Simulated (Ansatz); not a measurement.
Species: ZrH3I, charge 0, singlet. ZrH3I (SMILES [ZrH3][I]).
B3LYP-D3(BJ)/def2-TZVP minimum from Ansatz (a quantum-chemistry and plane-wave program):
```
Zr
H 1 1.8422
H 1 1.8422 2 109.59
H 1 1.8422 2 109.59 3 120.29
I 1 2.7037 2 109.35 3 -119.85
```

Total energies in hartree (Ansatz). UHF or UKS for unpaired electrons; spin-orbit terms are left out. Correlated methods leave the cores frozen (noble-gas shells, and filled d and f shells in the p block). Past Kr the def2 sets carry scalar-relativistic core potentials. For partners of very few electrons the exact lower level stands in for a higher one. Spin-orbit terms, left out, reach several kcal/mol for Br and I, and more for heavier atoms.

```tsv
species	HF/def2-TZVPP	CCSD(T)/def2-TZVPP	HF/def2-QZVPP	CCSD(T)/def2-QZVPP	CCSDT(Q)/def2-TZVPP
1: ZrH3I (SMILES [ZrH3][I])	-344.95911	-345.26923	-344.96523	-345.30049	-345.27081
2: Zr (triplet)	-46.44455	-46.50457	-46.44570	-46.50722	-46.50583
3: I (doublet)	-296.65857	-296.79430	-296.65973	-296.81374	-296.79495
4: H (doublet)	-0.49981	-0.49981	-0.49998	-0.49998	-0.49981
```

### Question
Work out the atomisation energy (electronic, to ground-state atoms) in kJ/mol: take Hartree-Fock from def2-QZVPP, extrapolate the CCSD(T) correlation energy as X^-3 (X = 3, 4), and add CCSDT(Q) - CCSD(T) in def2-TZVPP. 1 hartree = 2625.5 kJ/mol.

### Answer

Species 1: correlation (64·(-0.33526) - 27·(-0.31012))/37 = -0.35361; step -0.00158; E1 = -344.96523 + (-0.35361) + (-0.00158) = -345.32042
Species 2: correlation (64·(-0.06152) - 27·(-0.06002))/37 = -0.06261; step -0.00126; E2 = -46.44570 + (-0.06261) + (-0.00126) = -46.50957
Species 3: correlation (64·(-0.15401) - 27·(-0.13573))/37 = -0.16735; step -0.00065; E3 = -296.65973 + (-0.16735) + (-0.00065) = -296.82773
Species 4: correlation (64·(0.00000) - 27·(0.00000))/37 = 0.00000; step +0.00000; E4 = -0.49998 + (0.00000) + (+0.00000) = -0.49998
-1·E1 +1·E2 +1·E3 +3·E4 = 0.48318 hartree = 1268.6 kJ/mol.
